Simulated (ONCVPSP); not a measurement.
Reading a pseudo-wave (lithium (Li))

Columns: radius, all-electron u(r) and pseudo u(r) of the 1s shell (level -52.07 eV) of lithium in the configuration 1s2 2s1; BLYP, scalar-relativistic, ONCV scheme, ONCVPSP 4.0.1.

| r (bohr) | all-electron | pseudo |
| --- | --- | --- |
| 0.047 | 0.3805 | 0.2636 |
| 0.095 | 0.6663 | 0.5174 |
| 0.142 | 0.8664 | 0.7379 |
| 0.190 | 1.0073 | 0.9242 |
| 0.237 | 1.0968 | 1.0631 |
| 0.285 | 1.1504 | 1.1594 |
| 0.332 | 1.1739 | 1.2115 |
| 0.380 | 1.1758 | 1.2282 |
| 0.427 | 1.1613 | 1.2162 |
| 0.475 | 1.1340 | 1.1829 |
| 0.522 | 1.0985 | 1.1372 |
| 0.570 | 1.0559 | 1.0832 |
| 0.617 | 1.0099 | 1.0274 |
| 0.665 | 0.9604 | 0.9702 |
| 0.712 | 0.9106 | 0.9155 |
| 0.760 | 0.8595 | 0.8614 |
| 0.807 | 0.8097 | 0.8103 |
| 0.855 | 0.7600 | 0.7600 |
| 0.902 | 0.7126 | 0.7126 |
| 0.950 | 0.6659 | 0.6659 |
| 0.997 | 0.6222 | 0.6221 |
| 1.045 | 0.5795 | 0.5795 |
| 1.092 | 0.5399 | 0.5399 |
| 1.140 | 0.5016 | 0.5016 |
| 1.187 | 0.4662 | 0.4662 |
| 1.235 | 0.4322 | 0.4322 |

(1) How many radial nodes do the two functions have?

(2) At about which radius was the pseudo-wave matched?

(3) Where does each function peak?

(4) Is the pseudo-wave norm-conserving?

Answers

(1) The all-electron 1s function has n − l − 1 = 0; the pseudo-wave has 0.

(2) 0.95 bohr. The columns agree to 0.0005 from 0.85 bohr on; several derivatives are matched, so the curves merge somewhat inside the radius.

(3) Outermost all-electron maximum near 0.38 bohr, pseudo maximum near 0.38 bohr (to the table’s step).

(4) Yes: the ONCV scheme keeps the norm inside the radius equal to the all-electron one, which fixes the energy derivative of the logarithmic derivative at the level.
